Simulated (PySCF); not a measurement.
Computed shifts of a molecule C₃H₈OSi, PBE0/pcSseg-1 (PySCF), GIAO, gas phase, atoms alike by connectivity averaged where their shifts nearly agree, in ppm (number of nuclei): ²⁹Si: -22.1 (1). ¹³C: 149.3 (1), 139.3 (1), 56.4 (1). ¹H: 6.82 (2), 6.38 (1), 5.22 (2), 4.01 (3). References: ²⁹Si against TMS (σ = 352.7 ppm); ¹³C against TMS (σ = 186.3 ppm); ¹⁷O against H2O (σ = 334.2 ppm); ¹H against TMS (σ = 31.56 ppm), references at their B3LYP-D3(BJ)/def2-TZVP geometries, non-relativistic. The structure is a stationary point at ωB97X-D3(BJ)/def2-SVP. Other conformers were not sampled.

Q: Which molecule gave these data?
(A) C=C[SiH2]OC
(B) C=COC[SiH3]
(C) C[SiH](C)C=O
(D) CC(=O)C[SiH3]

A: A, C=C[SiH2]OC
